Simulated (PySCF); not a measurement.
# Molecular orbitals of GaS

PBE0 at R = 2.079 Å; PySCF, scalar-relativistic core potentials, basis sets Ga cc-pVTZ-PP with ECP10, S cc-pV(T+d)Z. State: ²Σ⁺ (doublet), unpaired electrons σ ↑. Only the outer orbitals are listed, counted within each symmetry, core potentials removing the inner ones.

```json
{"spin": "α", "orbital": "7σ", "occ.": "1", "ε (eV)": "-18.84", "on Ga (%)": "16", "main shells (%)": "83 S s, 8 Ga s"}
{"spin": "α", "orbital": "8σ", "occ.": "1", "ε (eV)": "-11.41", "on Ga (%)": "58", "main shells (%)": "57 Ga s, 33 S p, 9 S s"}
{"spin": "α", "orbital": "9σ", "occ.": "1", "ε (eV)": "-7.60", "on Ga (%)": "59", "main shells (%)": "41 S p, 31 Ga p, 27 Ga s"}
{"spin": "α", "orbital": "4π", "occ.": "1", "ε (eV)": "-7.30", "on Ga (%)": "16", "main shells (%)": "84 S p, 14 Ga p"}
{"spin": "α", "orbital": "4π", "occ.": "1", "ε (eV)": "-7.30", "on Ga (%)": "16", "main shells (%)": "84 S p, 14 Ga p"}
{"spin": "α", "orbital": "5π", "occ.": "0", "ε (eV)": "-1.65", "on Ga (%)": "88", "main shells (%)": "85 Ga p, 11 S p"}
{"spin": "α", "orbital": "5π", "occ.": "0", "ε (eV)": "-1.65", "on Ga (%)": "88", "main shells (%)": "85 Ga p, 11 S p"}
{"spin": "α", "orbital": "10σ", "occ.": "0", "ε (eV)": "0.74", "on Ga (%)": "101", "main shells (%)": "84 Ga p, 9 Ga d"}
{"spin": "β", "orbital": "7σ", "occ.": "1", "ε (eV)": "-18.17", "on Ga (%)": "17", "main shells (%)": "83 S s, 9 Ga s"}
{"spin": "β", "orbital": "8σ", "occ.": "1", "ε (eV)": "-10.33", "on Ga (%)": "61", "main shells (%)": "60 Ga s, 29 S p, 10 S s"}
{"spin": "β", "orbital": "4π", "occ.": "1", "ε (eV)": "-7.14", "on Ga (%)": "16", "main shells (%)": "84 S p, 13 Ga p"}
{"spin": "β", "orbital": "4π", "occ.": "1", "ε (eV)": "-7.14", "on Ga (%)": "16", "main shells (%)": "84 S p, 13 Ga p"}
{"spin": "β", "orbital": "9σ", "occ.": "0", "ε (eV)": "-4.49", "on Ga (%)": "59", "main shells (%)": "41 S p, 30 Ga s, 28 Ga p"}
{"spin": "β", "orbital": "5π", "occ.": "0", "ε (eV)": "-1.23", "on Ga (%)": "88", "main shells (%)": "87 Ga p, 10 S p"}
{"spin": "β", "orbital": "5π", "occ.": "0", "ε (eV)": "-1.23", "on Ga (%)": "88", "main shells (%)": "87 Ga p, 10 S p"}
```

Which are the highest filled and the lowest empty level, where do they sit, and how wide is the gap?

Highest filled β 4π at -7.14 eV (in %: 84 S p, 13 Ga p); lowest empty β 9σ at -4.49 eV (in %: 41 S p, 30 Ga s, 28 Ga p); the gap at PBE0 is 2.65 eV.

| Item | Value |
| --- | --- |
| bond order (Mayer) | 1.96 |
| ⟨S²⟩ | 0.758 |
| charge on Ga (Mulliken, basis-dependent) | 0.34 |
| charge on Ga (Löwdin, basis-dependent) | -0.08 |
| dipole moment (positive dipole means Ga(−)S(+)) | -3.40 D |
| polarisability along the bond | 73.5 bohr³ |
| polarisability across the bond | 45.0 bohr³ |

Shares are Mulliken populations and can fall outside 0 to 100 %.

Spin–orbit coupling is left out. The state was picked by a PBE0 search and need not be the measured ground state.
